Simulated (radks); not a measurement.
Results of a calculation; reference values are marked as such.
Spherical jellium clusters: N electrons in a uniform positive sphere of charge N and radius rs N^(1/3), rs = 2.85 bohr. Level of theory: non-relativistic Kohn-Sham, LDA (Slater exchange, Perdew-Wang correlation), spin-polarised, spherical densities (a radial shooting solver with Libxc functionals). Levels are named by radial order and angular momentum (1s, 1p, 1d, 2s, ...), and open shells are averaged over m.

N = 30, configuration 1s2 1p6 1d10 2s2 1f(up 7, down 3). This is the lowest configuration that the search found. Occupied and some empty levels:

| level | occupation | eigenvalue (eV) | <r> (bohr) |
|---|---|---|---|
| 1s up | 1 | -8.2675 | 5.108 |
| 1s down | 1 | -8.1046 | 4.951 |
| 1p up | 3 | -6.9206 | 6.256 |
| 1p down | 3 | -6.6740 | 6.180 |
| 1d up | 5 | -5.3300 | 7.040 |
| 1d down | 5 | -5.0452 | 7.022 |
| 2s up | 1 | -4.8308 | 5.923 |
| 2s down | 1 | -4.6678 | 6.021 |
| 1f up | 7 | -3.5270 | 7.719 |
| 1f down | 3 | -3.2340 | 7.749 |
| 2p up | 0 | -2.7853 | 7.170 |
| 2p down | 0 | -2.6353 | 7.242 |
| 1g up | 0 | -1.5763 | 8.459 |
| 1g down | 0 | -1.3011 | 8.557 |
| 2d up | 0 | -0.99328 | 9.334 |
| 2d down | 0 | -0.86335 | 9.549 |

Energy (eV): total -44.8793, kinetic 98.262, external -3251.3, Hartree 1595.3, exchange-correlation -146.47, background 1659.3.

Electron density:

| r (bohr) | n(r) (e/bohr^3) |
|---|---|
| 1.01 | 0.01251 |
| 2.10 | 0.01033 |
| 3.18 | 0.008928 |
| 4.27 | 0.009486 |
| 5.35 | 0.01106 |
| 6.44 | 0.01129 |
| 7.52 | 0.008667 |
| 8.61 | 0.004603 |
| 9.69 | 0.001757 |
| 10.8 | 0.0005572 |
| 11.9 | 0.0001630 |
| 12.9 | 0.00004493 |
| 14.0 | 0.00001226 |
